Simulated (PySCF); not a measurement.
Gas-phase reaction: 3 WO2(OH)2 + O3 → 3 WO3 + 3 H2O2

Energies from PySCF (xtb for GFN2), thermal terms from the rigid-rotor harmonic-oscillator model, ideal gas at 1 bar. S°(298 K) at PBE0/def2-TZVP differs from the NASA 1993 table for H2O2 (-8 J/mol/K); whether the harmonic model or the table's entry is off was not settled. † marks an energy on the PBE0/def2-TZVP geometry and frequencies; other levels use their own. CCSD(T) freezes the core. All species are closed-shell singlets. W: scalar-relativistic def2 core potential, no spin-orbit coupling. No R ln 2 is added for the mirror-image form of WO2(OH)2, H2O2. CCSD(T) isn't extrapolated to the basis-set limit; its ΔH°(298 K) is 1147.2 kJ in def2-SVP and 1190.0 kJ in def2-TZVPP. The harmonic model lacks anharmonicity and excited electronic states, which grow with temperature; levels with a mode under 35 cm⁻¹ are left out. Strong static correlation: O3. Internal rotation in H2O2 is treated as a harmonic vibration of one conformer, which makes the entropy rough. Warning, large T1 diagnostic: O3, WO2(OH)2, WO3 (CCSD(T)/def2-SVP†). Warning, point group unlike the PBE0 one: H2O2, WO2(OH)2 (GFN2-xTB).

| level | ΔE electronic, kJ | ΔH°(298 K), kJ | ΔS°(298 K), J/K | ΔG°(1000 K), kJ |
|---|---|---|---|---|
| CCSD(T)/def2-SVP† | 1141 | 1147 | 296 | 876 |
| GFN2-xTB | 969 | 979 | 296 | 708 |
| M06-2X/def2-TZVP† | 1210 | 1216 | 296 | 944 |
| PBE/def2-TZVP† | 1139 | 1145 | 296 | 873 |
| PBE0/def2-SVP† | 1177 | 1183 | 296 | 912 |
| ωB97X-V/def2-TZVP† | 1224 | 1230 | 296 | 958 |
ΔH° is lowest at GFN2-xTB and highest at ωB97X-V/def2-TZVP†. No reference value is set beside these.
